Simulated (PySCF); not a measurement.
A geometry optimisation, step by step.

C₃H₁₀AsB.
Numbering: `[BH2:1][AsH:2][CH2:3][CH2:4][CH3:5]` (hydrogens: H6, H7 on B1; H8 on As2; H9, H10 on C3; H11, H12 on C4; H13, H14, H15 on C5)

Computed by this run: PySCF 2.14.0, PBE0-D3(BJ)/def2-SVP geometry optimisation, gas phase; density fitting, grid level 1; the optimiser is geomeTRIC in internal coordinates, started from a GFN2-xTB structure. The frame can shift and turn from step to step; on so coarse a grid that alone can change the energy by a few meV, and forces under 0.02 eV/Å are noise.

Step 0: E = -64768.5985 eV, largest atomic force 0.951 eV/Å
```
atom  x, y, z in Å  |  force x, y, z in eV/Å
B1      2.578   -0.594   -0.322   -0.165   0.558   0.002
As2     1.875    1.246   -0.181   -0.471   0.009  -0.201
C3     -0.022    0.916   -0.705    0.294  -0.256   0.289
C4     -0.691   -0.197    0.089   -0.380   0.288  -0.350
C5     -2.142   -0.401   -0.329    0.598   0.019   0.214
H6      3.363   -1.015    0.438    0.628  -0.229   0.676
H7      2.329   -1.251   -1.262   -0.297  -0.458  -0.769
H8      1.631    1.230    1.306    0.073   0.115   0.292
H9     -0.593    1.843   -0.591    0.023   0.294  -0.002
H10    -0.021    0.669   -1.771    0.081   0.000  -0.284
H11    -0.136   -1.131   -0.052    0.182  -0.243   0.051
H12    -0.655    0.048    1.156    0.099  -0.024   0.287
H13    -2.603   -1.195    0.255   -0.260  -0.306   0.199
H14    -2.201   -0.672   -1.381   -0.105  -0.110  -0.439
H15    -2.714    0.513   -0.178   -0.302   0.344   0.035
```

Step 1: E = -64768.6878 eV, largest atomic force 0.184 eV/Å
```
atom  x, y, z in Å  |  force x, y, z in eV/Å
B1      2.464   -0.769   -0.385    0.025  -0.090  -0.020
As2     1.666    1.032   -0.206   -0.058  -0.091   0.148
C3     -0.191    0.733   -0.807   -0.068   0.085  -0.073
C4     -0.955   -0.353   -0.064    0.122  -0.059   0.089
C5     -2.395   -0.500   -0.524   -0.091  -0.008  -0.024
H6      3.309   -1.157    0.388   -0.013   0.062  -0.030
H7      2.203   -1.437   -1.362    0.014   0.046   0.028
H8      1.445    1.051    1.304    0.027   0.037  -0.134
H9     -0.716    1.701   -0.732    0.045  -0.044  -0.001
H10    -0.121    0.501   -1.884    0.023   0.012   0.050
H11    -0.422   -1.314   -0.187   -0.035   0.051   0.018
H12    -0.929   -0.135    1.019   -0.017  -0.023  -0.042
H13    -2.912   -1.294    0.037    0.006   0.030  -0.026
H14    -2.451   -0.758   -1.595    0.003   0.013   0.025
H15    -2.962    0.434   -0.378    0.018  -0.021  -0.008
```

Step 2: E = -64768.6922 eV, largest atomic force 0.140 eV/Å
```
atom  x, y, z in Å  |  force x, y, z in eV/Å
B1      2.485   -0.773   -0.390    0.048   0.052  -0.015
As2     1.663    1.015   -0.204   -0.048  -0.131  -0.001
C3     -0.195    0.721   -0.800   -0.019   0.046  -0.005
C4     -0.968   -0.360   -0.056    0.033  -0.006   0.010
C5     -2.408   -0.490   -0.528   -0.018  -0.002  -0.005
H6      3.353   -1.117    0.376    0.000  -0.008  -0.006
H7      2.240   -1.444   -1.366   -0.009   0.009   0.017
H8      1.454    1.048    1.300    0.006   0.030   0.007
H9     -0.712    1.691   -0.727    0.004  -0.001   0.001
H10    -0.122    0.487   -1.875    0.007  -0.006   0.005
H11    -0.445   -1.325   -0.175   -0.004   0.007  -0.002
H12    -0.948   -0.143    1.026   -0.007   0.004  -0.005
H13    -2.941   -1.278    0.027   -0.001   0.001  -0.002
H14    -2.458   -0.746   -1.599    0.004   0.004   0.000
H15    -2.964    0.450   -0.387    0.006   0.002  -0.001
```

Step 3: E = -64768.6944 eV, largest atomic force 0.103 eV/Å
```
atom  x, y, z in Å  |  force x, y, z in eV/Å
B1      2.519   -0.772   -0.394   -0.015   0.068  -0.003
As2     1.658    0.995   -0.200   -0.009  -0.097  -0.034
C3     -0.200    0.707   -0.792    0.036   0.000   0.029
C4     -0.984   -0.365   -0.048   -0.036   0.014  -0.032
C5     -2.423   -0.480   -0.533    0.029   0.001   0.009
H6      3.408   -1.092    0.356    0.012  -0.003   0.012
H7      2.274   -1.447   -1.365   -0.005  -0.014  -0.020
H8      1.463    1.047    1.301   -0.004   0.023   0.050
H9     -0.710    1.681   -0.724   -0.007   0.023   0.001
H10    -0.125    0.469   -1.866   -0.006  -0.011  -0.022
H11    -0.470   -1.335   -0.161    0.013  -0.018  -0.009
H12    -0.971   -0.146    1.033    0.001   0.015   0.017
H13    -2.972   -1.259    0.017   -0.004  -0.012   0.010
H14    -2.465   -0.734   -1.604    0.001  -0.003  -0.012
H15    -2.966    0.468   -0.398   -0.005   0.011   0.003
```

Step 4: E = -64768.6951 eV, largest atomic force 0.043 eV/Å
```
atom  x, y, z in Å  |  force x, y, z in eV/Å
B1      2.536   -0.773   -0.398   -0.004   0.037   0.002
As2     1.654    0.976   -0.194   -0.005  -0.035   0.002
C3     -0.202    0.698   -0.789    0.026   0.003   0.011
C4     -0.994   -0.367   -0.045   -0.038   0.008  -0.018
C5     -2.432   -0.474   -0.535    0.024   0.002   0.007
H6      3.438   -1.073    0.345    0.006  -0.014   0.005
H7      2.298   -1.449   -1.371    0.001  -0.008  -0.010
H8      1.466    1.044    1.309    0.000   0.009   0.007
H9     -0.705    1.677   -0.724   -0.008   0.009  -0.003
H10    -0.125    0.457   -1.862   -0.007  -0.002  -0.011
H11    -0.486   -1.340   -0.153    0.010  -0.009  -0.002
H12    -0.985   -0.143    1.036    0.004   0.005   0.009
H13    -2.989   -1.248    0.014    0.000  -0.005   0.005
H14    -2.470   -0.730   -1.606   -0.003  -0.003  -0.005
H15    -2.969    0.479   -0.405   -0.006   0.003   0.001
```

Step 5: E = -64768.6953 eV, largest atomic force under 0.02 eV/Å
```
atom  x, y, z in Å  |  force x, y, z in eV/Å
B1      2.541   -0.773   -0.400   -0.004   0.001  -0.001
As2     1.654    0.970   -0.190    0.001  -0.005   0.006
C3     -0.202    0.698   -0.788    0.007   0.000  -0.002
C4     -0.998   -0.364   -0.044   -0.012   0.001  -0.003
C5     -2.434   -0.472   -0.535    0.009   0.003   0.001
H6      3.444   -1.078    0.342   -0.001  -0.001   0.001
H7      2.306   -1.444   -1.377    0.003   0.001  -0.004
H8      1.464    1.043    1.313    0.000   0.003  -0.001
H9     -0.702    1.677   -0.727    0.000   0.000  -0.002
H10    -0.124    0.454   -1.861   -0.003   0.001   0.000
H11    -0.489   -1.338   -0.149    0.002   0.000   0.003
H12    -0.990   -0.138    1.036    0.002  -0.001   0.001
H13    -2.991   -1.246    0.016    0.001   0.000   0.001
H14    -2.472   -0.733   -1.605   -0.002  -0.001   0.000
H15    -2.973    0.481   -0.408   -0.002  -0.001   0.001
```

Question: Summarise the path.

Answer: The energy falls by 9.34 kJ/mol from step 0 to step 5; nine tenths of that is first reached at step 1. It falls at every step. The largest force goes from 0.951 to under 0.02 eV/Å. Among the bonds B1–H6 changes most (a near tie, within 0.001 Å, with another), from 1.171 to 1.207 Å; the atoms move by 0.149 Å rms after alignment.

Question: Follow the three bonds and two angles with the largest change from start to end.

Answer: 
| step | E above end (kJ/mol) | largest force (eV/Å) | B1–H6 (Å) | B1–H7 (Å) | As2–C3 (Å) | B1–As2–C3 (°) | C3–As2–H8 (°) |
| --- | --- | --- | --- | --- | --- | --- | --- |
| 0 | 9.34 | 0.951 | 1.171 | 1.173 | 1.996 | 99.6 | 95.9 |
| 1 | 0.72 | 0.184 | 1.209 | 1.212 | 1.973 | 102.4 | 99.6 |
| 2 | 0.30 | 0.140 | 1.207 | 1.210 | 1.973 | 103.2 | 100.0 |
| 3 | 0.09 | 0.103 | 1.206 | 1.208 | 1.971 | 104.5 | 100.5 |
| 4 | 0.02 | 0.043 | 1.207 | 1.208 | 1.969 | 105.4 | 100.9 |
| 5 | 0.00 | under 0.02 | 1.207 | 1.209 | 1.968 | 105.7 | 101.0 |

The cost below is that of the whole optimisation. Time: 34 s of wall time; peak memory 0.59 GiB. Hardware: one thread of an Arm Neoverse V1, on a shared host.
